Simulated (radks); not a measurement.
Fractional charge and spin in the 5d shell of platinum: the spin-up occupation runs from 4 to 5 and the spin-down occupation from 4 to 5; the fullest corner is Pt, [Xe] 4f14 5d(up 5, down 5). All-electron calculation, scalar-relativistic Kohn-Sham, r2SCAN, spin-polarised, spherical densities, finite nucleus; meta-GGA in the generalised Kohn-Sham scheme; Fermi nuclear charge, rms radius of each element as measured or else 0.836 A^(1/3) + 0.57 fm. Program: a radial shooting solver on a logarithmic mesh with Libxc functionals. Energy (eV) minus the two flat planes that join the four corners (they meet along the diagonal where the two added fractions sum to one electron); zero is where a piecewise linear energy would lie.

down \ up,4,4.25,4.5,4.75,5
4,0.000,-1.065,-1.406,-1.044,0.000
4.25,-1.065,-1.355,-0.943,0.148,-0.908
4.5,-1.406,-0.943,0.197,-0.812,-1.192
4.75,-1.044,0.148,-0.812,-1.145,-0.879
5,0.000,-0.908,-1.192,-0.879,0.000

Corners above the fullest one (they belong to Pt+ and the next ion): (up 5, down 4) 9.050 eV, (up 4, down 5) 9.050 eV, (up 4, down 4) 29.314 eV. With half an added electron in each spin the energy lies 0.197 eV from the planes, and with half an added electron in spin up alone -1.406 eV. The planes are only a guide here: the flat-plane condition holds for ground states with one frontier orbital, while this shell is degenerate and averaged over m.
